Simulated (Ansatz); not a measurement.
Start from `C[NH][Al]([OH])[SH]` and change one atom or group to get `[OH][Al]([SH])[Cl]`.

Ansatz, PBE0-D4/def2-TZVP geometries, multiplicity 1. Each molecule was computed in one conformer, which needn't be the lowest.

```json
{"property": "HOMO–LUMO gap (B3LYP/def2-TZVPP) / eV", "`C[NH][Al]([OH])[SH]`": "6.01"}
{"property": "size of the dipole moment (B3LYP/def2-TZVPP) / D", "`C[NH][Al]([OH])[SH]`": "0.76"}
{"property": "HOMO–LUMO gap (ωB97M-V/def2-TZVPP) / eV", "`C[NH][Al]([OH])[SH]`": "10.41"}
{"property": "LUMO energy (B3LYP/def2-TZVPP) / eV", "`C[NH][Al]([OH])[SH]`": "-0.49"}
{"property": "LUMO energy (PBE/def2-TZVPP) / eV", "`C[NH][Al]([OH])[SH]`": "-1.02"}
{"property": "HOMO energy (B3LYP/def2-TZVPP) / eV", "`C[NH][Al]([OH])[SH]`": "-6.50"}
```

**Question.** Give the same properties after the change, and the shifts. (An estimate is asked.)

**Answer.** Ansatz gave: 
| property | `[OH][Al]([SH])[Cl]` | shift |
| --- | --- | --- |
| HOMO–LUMO gap (B3LYP/def2-TZVPP) / eV | 6.69 | 0.68 |
| size of the dipole moment (B3LYP/def2-TZVPP) / D | 0.96 | 0.20 |
| HOMO–LUMO gap (ωB97M-V/def2-TZVPP) / eV | 11.08 | 0.67 |
| LUMO energy (B3LYP/def2-TZVPP) / eV | -1.01 | -0.52 |
| LUMO energy (PBE/def2-TZVPP) / eV | -1.57 | -0.55 |
| HOMO energy (B3LYP/def2-TZVPP) / eV | -7.70 | -1.20 |

With PBE0 the HOMO falls by 1.24 eV and the LUMO falls by 0.53 eV, so the gap widens by about 0.71 eV. PBE moves the HOMO by -1.34 eV and ωB97M-V by -1.10 eV. The zero-point energy changes by -137.5 kJ/mol with -15 modes. Dipoles are sizes alone; their direction can turn.

B3LYP here is the variant with VWN-RPA as its local correlation; programs differ in this.
